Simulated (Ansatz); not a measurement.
Geometry optimisation, Ansatz 0.2.0, RHF/def2-SVP.

Input:

```yaml
crystal:
  periodic: [false, false, false]
  atoms:
    - { symbol: Hf, position_ang: [0.583645, -0.420714, -0.605882] }
    - { symbol: O, position_ang: [-0.823886, -0.861531, 2.301163] }
    - { symbol: Si, position_ang: [-1.731101, -0.527153, 3.65049] }
    - { symbol: H, position_ang: [-2.925098, -1.396165, 3.684031] }
    - { symbol: H, position_ang: [-0.913543, -0.775392, 4.861434] }
    - { symbol: H, position_ang: [-2.155511, 0.885967, 3.617123] }
    - { symbol: Cl, position_ang: [1.985254, -0.268407, -2.505589] }
    - { symbol: Cl, position_ang: [0.375146, 1.821763, 0.142053] }
    - { symbol: Cl, position_ang: [-1.376634, -1.52636, -1.345534] }
    - { symbol: "N", position_ang: [1.660018, -1.633079, 0.802897] }
    - { symbol: H, position_ang: [1.548, -2.632666, 0.861934] }
    - { symbol: H, position_ang: [2.574767, -1.394462, 1.152277] }
    - { symbol: H, position_ang: [0.064943, -1.2499, 2.359103] }
basis:
  gaussian: { orbitals: def2-SVP }
hamiltonian:
  xc: hf
relax:
  f_tol: 0.03
  max_steps: 50
output:
  orbitals: {}
```

Command:

```bash
$ ansatz run input.yaml --threads 4 --pin off --max-ram 5120MiB --backend cpu --events-out ev --progress --plain --runs-dir out
```

Problem. Where does it end, and by what steps?

Solution. The run converged. After 30 steps the energy has fallen by 0.796 eV; H13 moved furthest, 1.80 Å. Joined: Hf1–O2 (3.26 → 2.35 Å).

```json
{"step": "0", "energy less start (eV)": "0.0000", "largest force component (eV/Å)": "1.511", "accepted": "yes"}
{"step": "2", "energy less start (eV)": "-0.3001", "largest force component (eV/Å)": "0.644", "accepted": "yes"}
{"step": "4", "energy less start (eV)": "-0.4389", "largest force component (eV/Å)": "1.341", "accepted": "yes"}
{"step": "6", "energy less start (eV)": "-0.5467", "largest force component (eV/Å)": "0.596", "accepted": "yes"}
{"step": "8", "energy less start (eV)": "-0.5902", "largest force component (eV/Å)": "0.791", "accepted": "yes"}
{"step": "10", "energy less start (eV)": "-0.6762", "largest force component (eV/Å)": "0.158", "accepted": "yes"}
{"step": "12", "energy less start (eV)": "-0.6866", "largest force component (eV/Å)": "0.631", "accepted": "yes"}
{"step": "14", "energy less start (eV)": "-0.7169", "largest force component (eV/Å)": "0.177", "accepted": "yes"}
{"step": "16", "energy less start (eV)": "-0.7337", "largest force component (eV/Å)": "0.792", "accepted": "yes"}
{"step": "18", "energy less start (eV)": "-0.7541", "largest force component (eV/Å)": "0.100", "accepted": "yes"}
{"step": "20", "energy less start (eV)": "-0.7665", "largest force component (eV/Å)": "0.362", "accepted": "yes"}
{"step": "22", "energy less start (eV)": "-0.7787", "largest force component (eV/Å)": "0.113", "accepted": "yes"}
{"step": "24", "energy less start (eV)": "-0.7844", "largest force component (eV/Å)": "0.322", "accepted": "no"}
{"step": "26", "energy less start (eV)": "-0.7916", "largest force component (eV/Å)": "0.084", "accepted": "yes"}
{"step": "28", "energy less start (eV)": "-0.7927", "largest force component (eV/Å)": "0.243", "accepted": "yes"}
{"step": "30", "energy less start (eV)": "-0.7960", "largest force component (eV/Å)": "0.025", "accepted": "yes"}
```

```xyz
13
Properties=species:S:1:pos:R:3
Hf 0.527 -0.305 0.070
O -0.284 -0.210 2.274
Si -1.637 -0.877 3.093
H -1.795 -2.242 2.583
H -1.271 -0.872 4.523
H -2.816 -0.033 2.861
Cl 1.423 -0.371 -2.145
Cl 1.431 1.823 0.837
Cl -1.833 -0.574 -0.417
N 1.466 -1.962 0.746
H 1.462 -2.327 1.682
H 2.043 -2.546 0.165
H 0.152 0.519 2.704
```

Whether the end is a true minimum wasn't checked by a vibrational analysis.

The run took 56 s on 4 threads of Intel(R) Xeon(R) 6975P-C (Granite Rapids) (shared host), peak memory 0.55 GiB.
